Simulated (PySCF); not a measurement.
Compound: As2H4.
Z-matrix (Å and degrees, PBE0-D3(BJ)/def2-SVP geometry), rows numbered from 1:
```
As
As  1  2.4568
H   1  1.5275  2   91.93
H   1  1.5278  2   91.85  3    91.17
H   2  1.5278  1   91.83  3    88.60
H   2  1.5275  1   91.95  3   179.77
```

The closed-shell ground state was solved at several levels (PySCF, density fitting, gas phase). The calculation is non-relativistic and has no spin–orbit coupling, an omission that weighs most on arsenic. The dipole stays under 0.02 D at every level.

```csv
level,basis functions,total energy (Eh),HOMO (eV),LUMO (eV),gap (eV)
wB97X-D/pcSseg-1,102,-4473.8202,-8.70,1.13,9.83
CAM-B3LYP/def2-SVPD,108,-4473.8374,-8.10,0.20,8.30
B3LYP/pcJ-1 (pcSseg-1 on As),122,-4473.7851,-6.78,-0.73,6.05
```

(1) What might PBE0/pcSseg-1 (102 basis functions) give for the same quantities?

(2) Over all these levels, which gives the widest orbital gap and which the narrowest?

Answers

(1) Total energy -4473.1322 Eh, HOMO -6.99 eV, LUMO -0.54 eV, gap 6.45 eV.

(2) wB97X-D/pcSseg-1 (range-separated hybrid) has the widest, 9.83 eV, and B3LYP/pcJ-1 (pcSseg-1 on As) (global hybrid, 20 % exact exchange) the narrowest, 6.05 eV. Functional and basis both differ between the two, so the spread mixes both effects.

One conformer stands for the species.

Note: wB97X-D ran without an empirical dispersion term, which enters the total energy and its gradient alone.
